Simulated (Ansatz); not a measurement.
`BN=C` + `[CH2]1[NH][AlH]1` → `B[N]1[CH2][AlH]1` + `C=N`  (ligand exchange at a B–N bond)

Program: Ansatz. Geometries: PBE0-D4/def2-TZVP. ΔE: electronic, gas phase. CCSD(T)/CBS adds triple-zeta CCSD(T) − MP2 to the extrapolated MP2 energy (def2 sets, frozen cores). This one scheme is used for every species. Functionals use def2-TZVPP. B3LYP here is the variant with VWN-RPA as its local correlation; programs differ in this.

```tsv
level	ΔE (kJ/mol)	difference from CCSD(T)/CBS
B3LYP-D4	-12.4	9.5
r2SCANh-D4	-10.4	11.5
BHLYP-D4	-21.7	0.2
ωB97M-V	-19.6	2.3
BLYP	-3.6	18.3
PBE0	-10.1	11.8
r2SCANh	-9.9	12.0
BHLYP	-19.3	2.6
CAM-B3LYP	-12.9	9.0
HF/def2-SVP	-30.8	-8.9
CCSD/def2-SVP	-21.0	0.9
MP2/def2-TZVPP	-26.1	-4.2
CCSD/def2-TZVPP	-26.7	-4.8
CCSD(T)/def2-TZVPP	-25.2	-3.3
SCS-MP2/def2-QZVPP	-26.7	-4.8
HF/CBS(def2)	-35.1	-13.2
CCSD(T)/CBS	-21.9	0
```

Task: What do rigid-rotor, harmonic-oscillator terms from PBE0-D4/def2-TZVP frequencies (298.15 K, 1 bar) make of the CCSD(T)/CBS value? (Best estimate.)

Result: The calculation gave: ΔZPE = +0.8 kJ/mol, ΔH = -20.7 kJ/mol, ΔS = 6 J/(mol·K), ΔG = -22.5 kJ/mol.

Largest T1 diagnostic among the species: 0.016.

Leaving LDA and LC-ωPBE aside and taking each functional with its dispersion term where it has one, the values, not all of them listed here, spread over 19.1 kJ/mol, from BHLYP-D4 to PBE-D4. LDA lies +12.2 kJ/mol from PBE without D4. From PBE to PBE0 (25 % exact exchange), in def2-TZVPP and without D4, ΔE moves by −9.0 kJ/mol.
